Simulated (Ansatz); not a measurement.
BaF2 (SMILES [F][Ba][F]), singlet, geometry from GFN2-xTB (such geometries of metal compounds can be far from the true shape) (core potentials on Ba); R2SCAN/def2-SV(P) in Ansatz (a program for electronic structure).

The Ansatz input:
Ansatz 0.2 input:
```yaml
crystal:
  periodic: [false, false, false]
  atoms:
    - {symbol: Ba, position_ang: [0.18650156, 0.20127267, 0.18654445]}
    - {symbol: F, position_ang: [-0.80048008, 0.58592680, -1.66796607]}
    - {symbol: F, position_ang: [-0.35997410, -1.83829010, 0.50724504]}
basis:
  gaussian:
    orbitals: def2-SV_P_.json
    nuclear_model: gaussian
hamiltonian:
  xc: r2scan
```
The basis file holds def2-SV(P) in the JSON format of the Basis Set Exchange.

Q: Predict the main parts of the log of this Ansatz run.

A: 
```
Functional definition: r2SCAN
559 factors; their error is unknown
mean field evaluation 1: about -6117.4410 eV, gradient 6.3e1 eV
mean field evaluation 2: about -5902.5465 eV, gradient 3.1e2 eV
mean field evaluation 4: about -6124.2854 eV, gradient 4.4e0 eV
mean field evaluation 8: about -6124.3094 eV, gradient 1.4e-1 eV
mean field evaluation 16: about -6124.3094 eV, gradient 1.8e-5 eV
mean field -6124.30941688 eV, -225.0642198642 hartree, gradient 1.8e-5 eV, S^2 0.000000; 0 other end points of the search recorded, 0 dependent functions left out
reference -6124.30943788 eV, -225.0642206362 hartree; 14, 14 occupied and 44, 44 virtual orbitals, 559 factors
Total energy: -6124.30943788 eV, -225.0642206362 hartree
```
